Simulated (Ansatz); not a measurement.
Ideal-gas functions of `C[S][Ge][NH2]` at 400 K and 1 bar, from an Ansatz frequency run at PBE0-D4/def2-TZVP.

Molar mass 135.74 g/mol, point group Cs (symmetry number 1), electronic degeneracy 1, moments of inertia 79.406, 203.127, 279.309 u Å². Harmonic wavenumbers (cm⁻¹, unscaled): 111, 171, 192, 245, 371, 371, 465, 692, 735, 742, 957, 961, 1336, 1471, 1476, 1562, 3054, 3140, 3151, 3587, 3699.

Use S(trans) = R[1.5 ln M + 2.5 ln T − 1.1517]; rotational temperatures θ = 24.2544 K / I; S(rot) = R[ln(√π/σ · √(T³/θAθBθC)) + 1.5]; for each mode x = 1.438777 ν̃/T, S = R[x/(eˣ − 1) − ln(1 − e⁻ˣ)] and H = RT x/(eˣ − 1); 1 cm⁻¹ = 0.0119627 kJ/mol; R = 8.31446 J/(mol·K).

**Question.** By hand: the entropy, in J/(mol·K).

**Answer.** Translation 176.2. Rotation: θ = 0.3054, 0.1194, 0.0868 K, giving 115.9. Vibration, mode by mode: 16.00, 12.49, 11.56, 9.63, 6.51, 6.51, 4.94, 2.59, 2.30, 2.25, 1.22, 1.20, 0.40, 0.26, 0.26, 0.20, 0.00, 0.00, 0.00, 0.00, 0.00, in all 78.3. Electronic 0.0. Sum 370.4 J/(mol·K).

**Question.** By hand: H − E and G − E in kJ/mol, counted from the electronic energy.

**Answer.** Zero-point energy ½ × 28489 × 0.0119627 = 170.4; thermal vibration 17.2; translation, rotation and pV give 4 RT = 13.3. H − E = 200.9 kJ/mol, and G − E = 200.9 − 400 × 370.4/1000 = 52.7 kJ/mol.

Vibration gives 21 % of the entropy, 16.0 J/(mol·K) of it from the mode under 150 cm⁻¹: soft modes count most, and the harmonic formula is weakest for them. The sum counts one conformer and one mirror image; others add a mixing term.
